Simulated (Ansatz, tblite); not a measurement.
Forces on Ni₂O₂⁺ at its r2SCAN-D4/def2-SVP geometry. The state is a doublet with charge 1.

The xTB rows come from tblite. At r2SCANh-D4/def2-TZVP the charge 1 doublet is spin-contaminated (final ⟨S²⟩ up to 1.79, 0.75 for a pure state). The geometry of the doublet was relaxed on an unsound state (⟨S²⟩ 1.73, where a pure state has 0.75). At PBE0-D4/def2-TZVP a quartet of charge 1 lies 0.14 eV below the doublet, each at its own geometry. That quartet is doubtful there (⟨S²⟩ 4.11, where a pure state has 3.75). The structure comes from a short search, and lower isomers may exist.

GFN1-xTB (tblite), largest force 2.15 eV/Å:

```xyz
4
positions Å, forces eV/Å
Ni    1.130    0.144    0.427   -0.948    0.023   -0.574
Ni   -1.221   -0.144   -0.476    2.003    0.279    0.716
O     0.271    0.732   -0.941   -0.702   -0.933    0.998
O    -0.180   -0.732    0.990   -0.352    0.631   -1.141
```

GFN2-xTB (tblite), largest force 1.63 eV/Å:

```
Ni 0.250 0.235 -0.207
Ni 1.483 0.120 0.661
O -0.857 -0.768 0.661
O -0.877 0.413 -1.115
```

r2SCANh-D4/def2-TZVP (Ansatz), largest force 0.32 eV/Å:

```
Ni -0.155 -0.127 0.097
Ni -0.211 -0.003 -0.118
O 0.069 0.008 0.030
O 0.298 0.122 -0.010
```
